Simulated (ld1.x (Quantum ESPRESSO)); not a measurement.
The numbers below are computed, except where a source is named.
**Potentials for platinum compared**

Generated with ld1.x 7.5 (TM, RRKJ, ultrasoft, PAW), atompaw 4.2 or ONCVPSP 4.0.1. The cutoff is in Ry: for ld1.x and atompaw files where the sum of valence levels is converged to 10 mRy in a Bessel basis, for ONCV files where the hardest occupied wave has 1 mHa per electron of residual kinetic energy. The error is the largest all-electron minus pseudo excitation energy over each file’s own four to seven test configurations (ionisations up to +4, promotions, holes and added fractions of an electron), all of which were solved. The labels leave out finer settings (local radius, basis sizes, second energies), which also bear on the numbers. Spin-polarised tests are not counted. The rows are a selection from randomly drawn settings: files with unsolved tests, undetermined cutoffs or missed reference levels are left out.

A true bound ghost makes a file unfit for plane-wave use even where its test errors are small: the radial tests pick states by their node count and pass the ghost by.

```csv
potential,cutoff (Ry),largest error (meV),bound ghosts
"TM, LDA (PZ), scalar-relativistic, rc 1.90/2.15/1.35 (spd), local s, core correction no, reference 5d9 6s0 6p0",45,-617,none
"PAW, PBE, scalar-relativistic, rc 2.45/2.80/2.15 (spd), local smoothed, core correction yes, reference 5d9 6s0.5 6p0.5",25,-814,"s, p"
"TM, LDA (PZ), scalar-relativistic, rc 2.15/2.40/2.10 (spd), local smoothed, core correction no, reference 5d7 6s0 6p0",40,+78,"s, p"
"TM, PW91, scalar-relativistic, rc 1.75/2.65/1.25 (spd), local s, core correction no, reference 5d9 6s1 6p0",40,-542,none
"TM, LDA (PZ), scalar-relativistic, rc 2.55/3.05/1.35 (spd), local s, core correction no, reference 5d9 6s1 6p0",45,-206,none
"TM, PBE, fully relativistic, rc 2.10/2.75/1.85 (spd), local p, core correction no, reference 5d9 6s1 6p0",40,-1141,none
```

Problem. Fill in the row for Pt: TM, PBE, scalar-relativistic, rc 1.64/2.04/1.64 (spd), local s, core correction yes, reference 5d7 6s0 6p0.

Solution. cutoff 40 Ry, largest error -472 meV, bound ghosts: p.
